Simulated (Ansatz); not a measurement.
The cluster K6⁻. Total charge -1; doublet. Geometry r2SCAN/def2-SVPD; atoms count from 1.

```csv
atom,x (Å),y (Å),z (Å)
K1,-0.101,1.481,-1.964
K2,-3.932,0.731,0.135
K3,-0.085,2.371,2.479
K4,3.418,0.109,0.664
K5,-0.630,-1.977,1.328
K6,1.330,-2.715,-2.643
```

The geometry of the doublet was relaxed on an unsound state (⟨S²⟩ 1.37, where a pure state has 0.75). Another isomer (doublet) lies 0.03 eV lower at PBE0/def2-TZVPD; other spin states weren't run for this one.

Q: Estimate the Mulliken populations from the PBE0/def2-TZVPD orbitals of Ansatz.

A: 
```csv
atom,charge (e),spin (α − β)
K1,-0.14,0.55
K2,-0.20,-0.01
K3,-0.16,0.00
K4,-0.15,-0.04
K5,-0.14,0.55
K6,-0.21,-0.04
```
Mulliken values and Mayer orders depend strongly on the basis. With diffuse functions, as here, like atoms can get unlike values, and bond orders can come out too low or too high.

Q: Where does the spin sit?

A: Summed by element: K 1.00, of 1 unpaired in all. Largest on single atoms: K5 0.55, K1 0.55, K6 -0.04.

Q: And the Mayer bond orders between bonded heavy atoms (over 0.3)?

A: K1–K2 0.38 (4.43 Å); K1–K6 0.37 (4.48 Å); K2–K3 0.32 (4.79 Å); K2–K5 0.38 (4.43 Å); K3–K4 0.46 (4.55 Å); K4–K6 0.32 (4.82 Å); K5–K6 0.37 (4.49 Å).
